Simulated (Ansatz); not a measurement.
Geometry optimisation, UKS PBE0-D4/def2-SVP (Ansatz 0.2.0).

input.yaml

```yaml
crystal:
  periodic: [false, false, false]
  atoms:
    - { symbol: Ge, position_ang: [-0.44629, -0.4293, -0.13659] }
    - { symbol: Se, position_ang: [0.73988, 1.4345, -0.50229] }
    - { symbol: H, position_ang: [-0.3066, -1.39043, 1.04827] }
    - { symbol: H, position_ang: [0.1723, 1.97857, -1.81482] }
    - { symbol: H, position_ang: [1.5345, 1.26488, 0.71196] }
total_charge: 1
magnetization:
  spin_polarized: true
basis:
  gaussian: { orbitals: def2-SVP }
hamiltonian:
  xc: pbe0
  dispersion: d4
relax:
  f_tol: 0.02
  max_steps: 50
```

Command:

```bash
$ ansatz run input.yaml --threads 2 --pin off --max-ram 3072MiB --backend cpu --events-out ev --progress --plain --runs-dir out
```

Task: Where does it end, and by what steps?

Result: The run converged. Limits of this set-up: the dipole of an ion depends on the origin. After 14 steps the energy has fallen by 3.689 eV; Se2 moved furthest, 0.66 Å.

```
step  energy less start (eV)  largest force component (eV/Å)  accepted
   0                  0.0000                           2.816       yes
   1                 -1.1349                           2.133       yes
   2                 -1.8458                           2.002       yes
   3                 -2.4124                           1.679       yes
   4                 -3.0818                           1.150       yes
   5                 -3.2187                           0.766       yes
   6                 -3.2938                           0.416       yes
   7                 -3.4356                           0.981       yes
   8                 -3.6171                           0.587       yes
   9                 -3.6622                           0.370       yes
  10                 -3.6794                           0.250       yes
  11                 -3.6500                           0.318        no
  12                 -3.6884                           0.079       yes
  13                 -3.6890                           0.027       yes
  14                 -3.6891                           0.002       yes
```

```xyz
5
Properties=species:S:1:pos:R:3
Ge -0.634 -0.840 -0.438
Se 0.239 1.601 -0.097
H -0.127 -1.049 1.056
H 0.593 1.890 -1.500
H 1.623 1.257 0.286
```

Time of the run: 17 s on 2 threads of AMD EPYC 9R45 96-Core Processor (Zen 5), on a shared host, peak memory 0.29 GiB.
